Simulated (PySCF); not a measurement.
Se(Cl)(SH) (ClHSSe), SMILES S[Se]Cl. Geometry optimised at B3LYP-D3(BJ)/def2-TZVP. The values are those of a single conformer.

Method: PySCF 2.14.0 with B3LYP-D3(BJ)/def2-TZVP.

Harmonic wavenumbers (cm⁻¹): 156, 364, 384, 410, 847, 2622. Rotational constants (GHz): 7.346, 2.437, 1.853; symmetry number 1.

Q: Work out the zero-point energy and the ideal-gas rigid-rotor harmonic-oscillator thermochemistry at 298.15 K and 1 atm.

A: ZPE = ½ Σ hcν = ½ × 4783 cm⁻¹ = 28.61 kJ/mol. H − E(el) = 42.91 kJ/mol. Entropy in J/(mol K): translation 171.03, rotation 111.60, vibration 24.38, total 307.01. G − E(el) = -48.63 kJ/mol. Cp = 62.43 J/(mol K).
